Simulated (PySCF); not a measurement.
## How the method changes the constants of BrF

State: ¹Σ⁺ (singlet), closed shell. Set-up: PySCF, no relativity, basis sets Br pcseg-1, F pcseg-1. De refers to Br + F in their high-spin ground configurations, without counterpoise correction. A positive dipole means Br(−)F(+).

```json
{"Level": "RHF", "Re (Å)": "1.768", "ωe (cm⁻¹)": "735", "De (eV)": "0.112", "μ (D)": "-2.04"}
{"Level": "RHF-MP2", "Re (Å)": "1.819", "ωe (cm⁻¹)": "649", "De (eV)": "2.29", "μ (D)": "n/a"}
{"Level": "RHF-SCS-MP2", "Re (Å)": "1.825", "ωe (cm⁻¹)": "635", "De (eV)": "2.16", "μ (D)": "n/a"}
{"Level": "RHF-CCSD", "Re (Å)": "1.820", "ωe (cm⁻¹)": "641", "De (eV)": "1.91", "μ (D)": "n/a"}
{"Level": "RHF-CCSD(T)", "Re (Å)": "1.830", "ωe (cm⁻¹)": "618", "De (eV)": "2.04", "μ (D)": "n/a"}
{"Level": "PBE", "Re (Å)": "1.825", "ωe (cm⁻¹)": "632", "De (eV)": "2.95", "μ (D)": "-1.59"}
{"Level": "TPSS", "Re (Å)": "1.822", "ωe (cm⁻¹)": "639", "De (eV)": "2.74", "μ (D)": "-1.59"}
{"Level": "r²SCAN", "Re (Å)": "1.811", "ωe (cm⁻¹)": "653", "De (eV)": "2.50", "μ (D)": "-1.60"}
{"Level": "r²SCANh", "Re (Å)": "1.801", "ωe (cm⁻¹)": "668", "De (eV)": "2.32", "μ (D)": "-1.63"}
{"Level": "PBE0", "Re (Å)": "1.797", "ωe (cm⁻¹)": "677", "De (eV)": "2.39", "μ (D)": "-1.68"}
{"Level": "B97-3", "Re (Å)": "1.803", "ωe (cm⁻¹)": "665", "De (eV)": "2.34", "μ (D)": "-1.73"}
{"Level": "ωB97X", "Re (Å)": "1.796", "ωe (cm⁻¹)": "686", "De (eV)": "2.41", "μ (D)": "-1.78"}
```

Question: Which functional lies closest to RHF-CCSD(T) in De, which farthest, and by how much do they differ from it?

Answer: Closest is r²SCANh (-2.9 pm in Re, +8.1 % in ωe, +0.28 eV in De against RHF-CCSD(T) in the same basis), farthest PBE (-0.5 pm in Re, +2.3 % in ωe, +0.91 eV in De). CCSD(T) converges more slowly with the basis than the functionals do and binds too weakly in this one, so the order can change at the basis-set limit.

Question: What does the step from GGA to meta-GGA do here, going from PBE to r²SCAN?

Answer: r²SCAN less PBE: -1.4 pm in Re, +3.3 % in ωe, -0.45 eV in De. 

Question: What does second-order correlation do here, going from RHF to RHF-MP2?

Answer: RHF-MP2 less RHF: +5.1 pm in Re, -11.7 % in ωe, +2.18 eV in De. Correlation nearly always deepens the well. The bond lengthens, as in strong covalent bonds, where excitations into antibonding orbitals dominate.

Correlated steps freeze 10 core orbitals. Correlated levels converge slowly with the basis: in double zeta they bind strong bonds too weakly, by up to about 1 eV, and carry superposition errors of some tenths. Where the molecule has an RHF reference, its open-shell atoms are computed with UHF.

The whole job (state search and all levels along the bond) took about 1.2 min on 1 thread of Arm Neoverse V2 (shared host), peak memory 0.45 GiB.
